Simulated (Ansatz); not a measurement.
Se(SH)(SeH) (H₂SSe₂), SMILES S[Se][SeH].

The structure is a stationary point at r2SCAN-D4/def2-SVP. One conformer was computed; it need not be the lowest.

Two levels are set side by side: PBE/def2-SVPD (Ansatz, a quantum-chemistry and plane-wave program) and PBE0/def2-SVPD (Ansatz). Energy differences of separate SCF runs at the same geometry; the states with an electron removed or added have multiplicity 2 and 2. Differences are taken from unrounded values.

```csv
quantity,PBE0
vertical ionisation energy (eV),9.27
vertical electron affinity (eV),0.49
vertical singlet–triplet gap (eV),3.18
```

What does PBE give, and how far is it from PBE0? (The exact figures need the calculation; the answer reports its results.)


```tsv
quantity	PBE	PBE minus PBE0
vertical ionisation energy (eV)	8.96	-0.32
vertical electron affinity (eV)	0.52	0.03
vertical singlet–triplet gap (eV)	2.97	-0.21
```
